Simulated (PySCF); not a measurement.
Compound: C6H13NP (charge +1).
Structure used (PBE0-D3(BJ)/def2-SVP), in Å, numbered top down from 1:
```
atom  x, y, z in Å
C1     2.7926   -0.4557    0.5955
C2     1.6131    0.4859    0.3947
P3     0.0630   -0.4058    0.1570
N4    -1.1585    0.6040   -0.2744
C5    -1.2070    1.9988    0.1496
C6    -2.4171    0.0610   -0.7687
C7     0.0423   -2.0556   -0.3763
C8    -0.1701   -1.9498    0.9436
H9     2.6647   -1.0900    1.4846
H10    2.9521   -1.1063   -0.2761
H11    3.7044    0.1396    0.7409
H12    1.7390    1.1319   -0.4897
H13    1.4767    1.1466    1.2666
H14   -1.5784    2.6118   -0.6847
H15   -0.2118    2.3731    0.4173
H16   -1.8785    2.1336    1.0135
H17   -3.1817    0.0197    0.0248
H18   -2.2763   -0.9492   -1.1752
H19   -2.7864    0.7019   -1.5830
H20    0.0994   -2.8027   -1.1723
H21   -0.3918   -2.5751    1.8122
```

Computed with PySCF at B3LYP/def2-SVPD, non-relativistic, on one gas-phase PBE0-D3(BJ)/def2-SVP geometry that isn't relaxed in the solvent. The solvent is an IEF-PCM continuum (van der Waals radii × 1.2), and excitations are vertical TDDFT with non-equilibrium linear response and a frozen core. Only the electrostatic response of the medium enters.

Gas-phase singlets (H = HOMO, L = LUMO):

```
state  E (eV)  λ (nm)      f  leading configuration
   S1   4.435     280  0.004                H→L 99%
   S2   6.130     202  0.034              H→L+1 66%
   S3   6.484     191  0.088              H→L+2 62%
   S4   6.718     185  0.008              H-2→L 65%
   S5   6.857     181  0.008              H-1→L 48%
```

**Question.** What are the lowest 5 singlets in acetone (ε = 20.49)?

**Answer.** 
```
state  E (eV)  λ (nm)      f  leading configuration  change by rank (eV)
   S1   4.527     274  0.005                H→L 98%               +0.092
   S2   6.186     200  0.044              H→L+1 73%               +0.056
   S3   6.498     191  0.109              H→L+2 68%               +0.014
   S4   6.728     184  0.011              H-2→L 63%               +0.010
   S5   6.832     181  0.005              H→L+3 48%               -0.025
```

**Question.** The ground-state energy changes by -2.085 eV from gas to acetone. By how much does the total energy of gas-phase S1 change?

**Answer.** E(S1) = E(S0) + excitation energy, so it changes by -2.085 + 0.092 = -1.993 eV: it is lowered less than the ground state, which is what a blue shift means. This is the vertical state, with the slow part of the continuum still set for S0.

**Question.** How do the frontier levels move from gas to acetone?

**Answer.** 
```tsv
orbital	gas (eV)	solvent (eV)	change (eV)	Löwdin shares, gas	Löwdin shares, solvent
LUMO+2	-3.80	0.08	+3.88	P3 23 %, C7 17 %, C2 16 %, N4 7 %	P3 18 %, C7 17 %, C2 14 %, H13 7 %
LUMO+1	-4.12	-0.14	+3.98	P3 31 %, C8 16 %, N4 12 %, C2 11 %	P3 28 %, C8 17 %, N4 11 %, C2 10 %
LUMO	-5.76	-1.75	+4.01	C8 39 %, C7 38 %, P3 6 %, H21 5 %	C8 39 %, C7 38 %, P3 6 %, H21 5 %
HOMO	-11.22	-7.32	+3.90	N4 46 %, P3 9 %, C8 8 %, C5 8 %	N4 46 %, P3 9 %, C8 8 %, C5 8 %
HOMO-1	-13.39	-9.41	+3.98	C8 26 %, C7 24 %, C2 13 %, P3 12 %	C8 28 %, C7 26 %, P3 12 %, C2 12 %
HOMO-2	-13.75	-9.77	+3.98	P3 17 %, C7 15 %, C2 13 %, C8 11 %	P3 19 %, C7 16 %, C2 13 %, C8 12 %
HOMO-3	-14.14	-10.29	+3.85	C1 28 %, H11 14 %, C7 11 %, C8 11 %	C1 25 %, H11 12 %, C7 12 %, C8 11 %
```

The HOMO–LUMO gap goes from 5.47 to 5.57 eV.

On an Arm Neoverse V1 with one thread, no GPU, shared host with 32 logical CPUs at a one-minute load of 19, this took 69 s of wall time and 1.2 GiB of memory at its peak. This is the whole response run at B3LYP/def2-SVPD in acetone, SCF included.
